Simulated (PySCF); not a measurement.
Te(Br)(Et) (C2H5BrTe), SMILES CC[Te]Br.

Coordinates come from a PBE-D3(BJ)/def2-SVP optimisation. The def2 effective core potentials stand for the cores of Te; spin–orbit coupling is left out. The values are those of a single conformer.

Method: PBE-D3(BJ)/def2-SVP run with PySCF 2.14.0.

Frequencies are harmonic and unscaled.

**Question.** List the normal modes with their intensities. (Estimate from the structure and the level; the computed values follow.)

**Answer.** 
| mode | ν (cm⁻¹) | IR (km/mol) | moving atoms (share of kinetic energy) |
|---|---|---|---|
| 1 | 66 | 0.1 | C 44 %, H 34 %, Br 15 % |
| 2 | 112 | 0.5 | H 40 %, C 38 %, Br 15 % |
| 3 | 242 | 6.0 | Br 58 %, Te 32 % |
| 4 | 251 | 0.1 | H 66 %, C 29 % |
| 5 | 261 | 1.4 | H 44 %, C 37 %, Te 15 % |
| 6 | 472 | 2.2 | C 71 %, H 21 % |
| 7 | 686 | 8.6 | H 83 %, C 17 % |
| 8 | 926 | 5.7 | H 85 %, C 15 % |
| 9 | 946 | 3.6 | H 81 %, C 19 % |
| 10 | 1042 | 0.1 | C 72 %, H 28 % |
| 11 | 1162 | 47.3 | H 74 %, C 26 % |
| 12 | 1198 | 2.4 | H 77 %, C 23 % |
| 13 | 1338 | 5.4 | H 81 %, C 19 % |
| 14 | 1381 | 4.1 | H 88 %, C 12 % |
| 15 | 1408 | 8.9 | H 97 % |
| 16 | 1423 | 3.3 | H 96 % |
| 17 | 2965 | 24.0 | H 97 % |
| 18 | 2988 | 4.7 | H 94 % |
| 19 | 3050 | 6.6 | H 91 %, C 9 % |
| 20 | 3062 | 0.9 | H 91 %, C 9 % |
| 21 | 3080 | 7.0 | H 90 %, C 10 % |
